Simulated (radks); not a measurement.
Values are calculated unless marked as measured or tabulated.
Q: Ionisation of the carbon ion C+, [He] 2s2 2p1, to [He] 2s2 as the strength of local exchange is varied. Level of theory: scalar-relativistic Kohn-Sham, Slater X-alpha exchange (alpha = 2/3 is LDA exchange), no correlation, spin-unpolarised, spherical densities, finite nucleus; Fermi nuclear charge, rms radius 2.4702 fm (a radial shooting solver on a logarithmic mesh with Libxc functionals).

alpha  E(C+) (hartree)  exchange (hartree)  IE (eV)  -e of the level emptied (eV)  <r> of it (bohr)
0.602        -36.31850            -3.64881   21.955                   14.962 (2p)             1.549
0.667        -36.71392            -4.07212   22.858                   15.781 (2p)             1.521
0.711        -36.98321            -4.36189   23.480                   16.348 (2p)             1.502
0.749        -37.21683            -4.61425   24.023                   16.845 (2p)             1.487
0.756        -37.25997            -4.66095   24.124                   16.937 (2p)             1.484
0.772        -37.35871            -4.76794   24.355                   17.149 (2p)             1.478
0.92         -38.28019            -5.77389   26.545                   19.168 (2p)             1.422
?            -37.58149            -5.00992   24.879                   17.630 (2p)             1.464

Which alpha was used in the last row?

A: alpha = 0.808. NIST Atomic Spectra Database: 24.383 eV (measured). The Delta-SCF value meets it near alpha = 0.77. Spin polarisation and multiplet splitting are left out, so open shells lie too high by an amount that depends on their filling.

Beside tabulated values, note that spin-unpolarised runs miss the spin-polarisation part of the exchange energy of open shells.
